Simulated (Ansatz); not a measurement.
Mulliken charges of AgBrH3N, SMILES `[NH3+][Ag-][Br]` from PBE/def2-TZVPP in Ansatz (PBE0-D4/def2-TZVP geometry).

| atom | x (Å) | y (Å) | z (Å) | charge (e) |
| --- | --- | --- | --- | --- |
| N1 | -0.638 | 0.560 | -0.384 | -0.338 |
| Ag2 | 0.854 | -0.759 | 0.485 | 0.150 |
| Br3 | 2.498 | -2.212 | 1.443 | -0.409 |
| H4 | -1.066 | 0.141 | -1.201 | 0.199 |
| H5 | -0.228 | 1.441 | -0.669 | 0.199 |
| H6 | -1.377 | 0.765 | 0.279 | 0.199 |

Task: By hand: the dipole of these point charges (1 e Å = 4.8032 D).

Result: Σ q r = (-1.209, 1.069, -0.704) e Å, of length 1.761 e Å = 8.46 D.

Task: How does the dipole of the full density compare? (Best estimate.)

Result: Computed: (-1.297, 1.146, -0.755) e Å, 9.07 D; the point charges give 0.93 times that, at 0° from its direction.

Point charges leave out the atoms' own dipoles, such as those of lone pairs, and Mulliken's split depends on the basis, so the close match here is no proof of good charges.
